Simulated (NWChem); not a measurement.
System: BH2O2Cl; SMILES OB(O)Cl

```xyz
6

B     -0.0184     0.4438     0.0000
Cl     0.0236    -1.3417     0.0000
O     -1.2349     1.0493     0.0000
H     -1.1372     2.0197     0.0000
O      1.1362     1.1755     0.0000
H      1.9289     0.6109     0.0000
```
Atoms are numbered in this order, from 1.

All runs: NWChem. All runs use the structure optimised with PBE-D3(BJ)/def2-SVP. Vzz is the largest principal value of the second derivative of the potential at the nucleus (NWChem prints the opposite sign); η is the asymmetry. Non-relativistic.

| level | Vzz B1 (a.u.) | η B1 | Vzz Cl2 (a.u.) | η Cl2 | Vzz O3 (a.u.) | η O3 | Vzz O5 (a.u.) | η O5 |
|---|---|---|---|---|---|---|---|---|
| Hartree-Fock/def2-SVP | 0.307 | 0.46 | 2.073 | 0.25 | 1.435 | 0.32 | 1.409 | 0.38 |
| Hartree-Fock/def2-TZVP | ___ | 0.48 | ___ | 0.28 | ___ | 0.30 | ___ | 0.36 |
| PBE0/def2-SVP | 0.240 | 0.54 | 2.115 | 0.25 | 1.336 | 0.28 | 1.315 | 0.34 |
| PBE0/cc-pVTZ | 0.270 | 0.57 | 2.113 | 0.28 | 1.295 | 0.27 | 1.269 | 0.34 |

Question: What belongs in the gaps?

Answer: 
- Hartree-Fock/def2-TZVP, Vzz B1 (a.u.): 0.329
- Hartree-Fock/def2-TZVP, Vzz Cl2 (a.u.): 2.288
- Hartree-Fock/def2-TZVP, Vzz O3 (a.u.): 1.397
- Hartree-Fock/def2-TZVP, Vzz O5 (a.u.): 1.364
